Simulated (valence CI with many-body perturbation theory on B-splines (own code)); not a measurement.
## La XLV: electric-dipole lines

Computed by relativistic CI+MBPT: three valence electrons over a frozen Dirac-Fock core [Ne], a basis of 11 s, 11 p, 10 d, 8 f, 5 g, 2 h functions for each j, with the one-electron correlation potential Σ1 (screened to all orders), the two-electron term Σ2, the three-electron term Σ3, Breit, model QED; selected single and double excitations, second order for the rest, scaled by the run's own slope (own B-spline code, finite nucleus).

The last digits are not significant, and no measured levels were compared; by estimate large intervals hold to a few tenths of a per cent, small ones and those within an open d or f shell to about a per cent.

Lines 1 to 50 of 585 in falling wavelength, among levels below 1723.6 eV, chosen from the strongest by gf and those to the six lowest levels. Wavelengths and rates use the calculated energies. Electric multipoles are in the length gauge with retardation, E1 and E2 with the static RPA response of the core. Weak lines are less certain than strong ones. Lines between different terms over intervals too small for the method are left out, as are lines whose strength nearly cancels. The highest levels of a list are the least certain.

Levels are named by their leading jj configuration (3d3/2^4 stands for four electrons in 3d with j = 3/2), which in mixed levels can hold well under half, so a name can repeat and another be missing. Letters in brackets count levels of one name in rising energy.

| λ vac (Å) | Upper | Lower | A (s⁻¹) | S (a.u.) |
| --- | --- | --- | --- | --- |
| 265.9 | (3s 3p1/2 4p1/2) J=1/2 | (3s 3p1/2 4s) J=1/2 [a] | 6.15e+09 | 1.14e-01 |
| 253.2 | (3s^2 4d3/2) J=3/2 | (3s 3p1/2 4s) J=3/2 | 2.97e+09 | 9.52e-02 |
| 246.3 | (3s^2 4p1/2) J=1/2 | (3s^2 4s) J=1/2 | 8.19e+09 | 1.21e-01 |
| 137.5 | (3s^2 4p3/2) J=3/2 | (3s^2 4s) J=1/2 | 3.08e+10 | 1.58e-01 |
| 136.1 | (3s 3p1/2 3p3/2) J=3/2 [a] | (3s^2 3p3/2) J=3/2 | 8.92e+08 | 4.44e-03 |
| 133.9 | (3p1/2 3p3/2 3d5/2) J=7/2 [b] | (3s 3p3/2 3d5/2) J=5/2 [b] | 5.77e+09 | 5.47e-02 |
| 130.2 | (3p1/2 3p3/2 3d5/2) J=9/2 | (3s 3p3/2 3d5/2) J=7/2 [b] | 4.57e+09 | 4.98e-02 |
| 124.8 | (3p1/2 3d3/2^2) J=5/2 | (3s 3d3/2^2) J=3/2 | 9.32e+09 | 5.36e-02 |
| 123.4 | (3p1/2 3d3/2 3d5/2) J=9/2 | (3s 3d3/2 3d5/2) J=7/2 [b] | 1.40e+10 | 1.30e-01 |
| 120.1 | (3s 3p1/2 3p3/2) J=5/2 | (3s^2 3p3/2) J=3/2 | 6.05e+09 | 3.10e-02 |
| 117.4 | (3p1/2 3d3/2 3d5/2) J=7/2 [a] | (3s 3d3/2 3d5/2) J=7/2 [a] | 7.98e+09 | 5.10e-02 |
| 117.2 | (3s 3p1/2 3d5/2) J=7/2 | (3s^2 3d5/2) J=5/2 | 8.87e+09 | 5.64e-02 |
| 117.1 | (3s^2 4d3/2) J=3/2 | (3s^2 4p1/2) J=1/2 | 6.36e+10 | 2.02e-01 |
| 116.3 | (3p1/2 3d5/2^2) J=5/2 | (3s 3d5/2^2) J=3/2 | 1.44e+10 | 6.72e-02 |
| 115.6 | (3s 3p1/2 4s) J=3/2 | (3s^2 4s) J=1/2 | 3.86e+10 | 1.18e-01 |
| 115.4 | (3p1/2 3p3/2 3d5/2) J=9/2 | (3s 3p3/2 3d5/2) J=7/2 [a] | 8.93e+09 | 6.78e-02 |
| 114.5 | (3p1/2 3d3/2 3d5/2) J=9/2 | (3s 3d3/2 3d5/2) J=9/2 | 8.35e+09 | 6.18e-02 |
| 113.5 | (3p1/2 3d5/2^2) J=9/2 | (3s 3d5/2^2) J=7/2 | 2.03e+10 | 1.46e-01 |
| 113.3 | (3p1/2 3d3/2 3d5/2) J=5/2 [a] | (3s 3d3/2 3d5/2) J=7/2 [a] | 8.11e+09 | 3.49e-02 |
| 112.2 | (3s 3p1/2^2) J=1/2 | (3s^2 3p1/2) J=1/2 | 1.48e+10 | 2.06e-02 |
| 111.0 | (3p1/2^2 3p3/2) J=3/2 | (3s 3p1/2 3p3/2) J=3/2 [b] | 5.92e+09 | 1.60e-02 |
| 109.6 | (3p1/2 3p3/2 3d5/2) J=5/2 [a] | (3s 3p3/2 3d5/2) J=3/2 [a] | 9.62e+09 | 3.75e-02 |
| 108.9 | (3s 3p1/2 3d5/2) J=5/2 [b] | (3s^2 3d5/2) J=5/2 | 8.57e+09 | 3.28e-02 |
| 108.8 | (3p1/2 3d3/2 3d5/2) J=5/2 [b] | (3s 3d3/2 3d5/2) J=5/2 [b] | 9.47e+09 | 3.61e-02 |
| 108.7 | (3p1/2 3d5/2^2) J=5/2 | (3s 3d5/2^2) J=5/2 | 1.55e+10 | 5.88e-02 |
| 108.7 | (3p1/2 3d5/2^2) J=3/2 | (3s 3d5/2^2) J=5/2 | 2.22e+10 | 5.64e-02 |
| 108.6 | (3p1/2 3p3/2 3d3/2) J=7/2 | (3s 3p3/2 3d3/2) J=7/2 | 9.76e+09 | 4.94e-02 |
| 106.0 | (3p1/2 3d3/2 3d5/2) J=7/2 [b] | (3s 3d3/2 3d5/2) J=7/2 [b] | 7.60e+09 | 3.57e-02 |
| 105.6 | (3p1/2^2 3d5/2) J=5/2 | (3s 3p1/2 3d5/2) J=3/2 | 1.68e+10 | 5.85e-02 |
| 105.6 | (3p1/2 3d5/2^2) J=9/2 | (3s 3d5/2^2) J=9/2 | 1.43e+10 | 8.28e-02 |
| 105.5 | (3p1/2 3d5/2^2) J=7/2 | (3s 3d5/2^2) J=9/2 | 2.23e+10 | 1.03e-01 |
| 104.6 | (3p1/2 3d5/2^2) J=1/2 | (3s 3d5/2^2) J=1/2 | 3.15e+10 | 3.56e-02 |
| 104.1 | (3p1/2 3p3/2 3d5/2) J=3/2 [a] | (3s 3p3/2 3d5/2) J=5/2 [a] | 1.98e+10 | 4.41e-02 |
| 103.6 | (3s 3p1/2 3p3/2) J=3/2 [b] | (3s^2 3p3/2) J=3/2 | 9.56e+09 | 2.10e-02 |
| 103.3 | (3p1/2^2 3d5/2) J=5/2 | (3s 3p1/2 3d5/2) J=5/2 [b] | 2.14e+10 | 6.98e-02 |
| 103.1 | (3p1/2 3d3/2^2) J=3/2 | (3s 3d3/2^2) J=5/2 | 1.98e+10 | 4.29e-02 |
| 102.2 | (3p1/2 3p3/2 3d5/2) J=7/2 [b] | (3s 3p3/2 3d5/2) J=7/2 [a] | 8.07e+09 | 3.40e-02 |
| 101.8 | (3p1/2 3p3/2 3d5/2) J=5/2 [a] | (3s 3p3/2 3d5/2) J=5/2 [a] | 1.75e+10 | 5.47e-02 |
| 100.9 | (3p1/2 3p3/2^2) J=5/2 | (3s 3p3/2^2) J=5/2 | 1.27e+10 | 3.87e-02 |
| 99.30 | (3p1/2 3d3/2 3d5/2) J=7/2 [b] | (3s 3d3/2 3d5/2) J=9/2 | 2.99e+10 | 1.16e-01 |
| 98.64 | (3s 3p1/2 3d3/2) J=3/2 [a] | (3s 3p1/2 3p3/2) J=3/2 [b] | 8.32e+09 | 1.58e-02 |
| 98.04 | (3p1/2 3p3/2 3d5/2) J=5/2 [b] | (3s 3p3/2 3d5/2) J=7/2 [a] | 1.61e+10 | 4.50e-02 |
| 97.17 | (3p1/2 3p3/2 3d5/2) J=7/2 [a] | (3s 3p3/2 3d5/2) J=9/2 | 3.07e+10 | 1.11e-01 |
| 97.03 | (3s 3p1/2 3p3/2) J=1/2 | (3s^2 3p3/2) J=3/2 | 1.53e+10 | 1.38e-02 |
| 96.98 | (3p1/2 3p3/2^2) J=3/2 | (3s 3p3/2^2) J=5/2 | 2.36e+10 | 4.24e-02 |
| 96.80 | (3p1/2^2 3p3/2) J=3/2 | (3s 3p1/2 3p3/2) J=5/2 | 3.48e+10 | 6.23e-02 |
| 96.75 | (3p1/2^2 3d5/2) J=5/2 | (3s 3p1/2 3d5/2) J=7/2 | 4.04e+10 | 1.08e-01 |
| 96.32 | (3p1/2^2 3d3/2) J=3/2 | (3s 3p1/2 3d3/2) J=5/2 | 4.39e+10 | 7.74e-02 |
| 93.89 | (3p1/2 3d3/2 3d5/2) J=5/2 [b] | (3s 3d3/2 3d5/2) J=7/2 [a] | 1.92e+10 | 4.70e-02 |
| 93.58 | (3p1/2 3p3/2 3d3/2) J=5/2 [b] | (3s 3p3/2 3d3/2) J=7/2 | 3.45e+10 | 8.37e-02 |
